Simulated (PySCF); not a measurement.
TDDFT excited states: C6H9BN2

Compound: C6H9BN2.
SMILES: `CC#[N+][BH2-]n1cccc1`

Computed, not measured: TDDFT PBE0/def2-SVPD, vertical, gas phase, core orbitals frozen in the response (PySCF). Geometry: PBE0-D3(BJ)/def2-SVP, one conformer, isolated molecule. Torsions of this conformer, `[CH3:1][C:2]#[N+:3][BH2-:4][n:5]1[cH:6][cH:7][cH:8][cH:9]1`: N3–B4–N5–C6 85°.

**Question.** What does the calculation give for the low-lying excited states?

**Answer.** 

| state | E (eV) | E (kJ/mol) | λ (nm) | f | \|μ\| (D) | main configurations (H = HOMO, L = LUMO) |
| --- | --- | --- | --- | --- | --- | --- |
| S1 | 3.59 | 346 | 345.6 | 0.0004 | 0.18 | H→L (100%) |
| S2 | 3.72 | 359 | 333.5 | 0.0053 | 0.62 | H→L+1 (100%) |
| S3 | 4.39 | 423 | 282.5 | 0.041 | 1.56 | H-1→L (99%) |
| S4 | 4.41 | 426 | 281.1 | 0.0017 | 0.31 | H→L+2 (99%) |
| S5 | 4.47 | 432 | 277.2 | 0.0001 | 0.07 | H-1→L+1 (100%) |
| S6 | 5.22 | 504 | 237.5 | 0.0017 | 0.30 | H-1→L+2 (99%) |
| S7 | 5.76 | 556 | 215.3 | 0.0007 | 0.18 | H→L+3 (84%), H→L+5 (14%) |
| S8 | 5.83 | 563 | 212.6 | 0.0007 | 0.18 | H-2→L (97%) |
| S9 | 6.13 | 592 | 202.2 | 0.076 | 1.81 | H→L+4 (92%) |
| S10 | 6.22 | 601 | 199.2 | 0.012 | 0.73 | H→L+5 (78%), H→L+3 (13%) |

Triplets, Tamm–Dancoff:

```
state  E (eV)  λ (nm)  main configurations (H = HOMO, L = LUMO)
   T1    3.50   354.5                                 H→L (94%)
   T2    3.70   335.5                              H→L+1 (100%)
   T3    4.22   293.7                               H-1→L (98%)
   T4    4.36   284.6   H→L+2 (43%), H→L+4 (34%), H-1→L+1 (11%)
```

The lowest singlet comes at 346 nm (346 kJ/mol) in the ultraviolet; it is dark (f under 0.0005); its leading configuration is HOMO→LUMO (100%). The strongest level in the table is S9 at 6.13 eV (202 nm, f = 0.076). Löwdin shares by element: HOMO carbon 84% or more (atoms not listed hold the other 16%); LUMO carbon 47% or more, nitrogen 34% or more, hydrogen 7% or more. The listed states span 2.64 eV, and the widest gap between neighbours is 0.75 eV (S5 to S6). Weighted by f, the mean energy of these states is 5.50 eV. Orbital energies (eV): HOMO-3 -9.33, HOMO-2 -8.15, HOMO-1 -6.19, HOMO -5.39, LUMO -0.92, LUMO+1 -0.82, LUMO+2 -0.29. No computed singlet lies in the visible range (380 to 750 nm); the lowest, at 346 nm, stands 0.32 eV above its violet end (3.26 eV). All these states lie below the vertical ionisation energy of 7.29 eV (ΔSCF). Only the lowest 10 singlets were computed, as vertical energies without vibronic structure.
